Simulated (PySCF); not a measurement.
Electron correlation in Mo (molybdenum, neutral)

[Kr] 4d5 5s1, high-spin 7S determinant. All numbers are calculated (PySCF 2.14, the spin-free X2C one-electron Hamiltonian (Gaussian nucleus), in x2c-QZVPPall (13s8p7d3f2g, 111 functions)). Frozen: [Kr]; 6 electrons correlated.

MP2 pair energies summed by pair of shells (mhartree):

```
 pair  energy  share (%)
4d-4d  -62.73       76.2
4d-5s  -19.64       23.8
```

Total MP2 correlation energy: -82.38 mhartree.

Same-spin part -82.38 and opposite-spin part 0.00 mhartree; SCS-MP2 scales them by 1/3 and 6/5 to -27.46 mhartree.
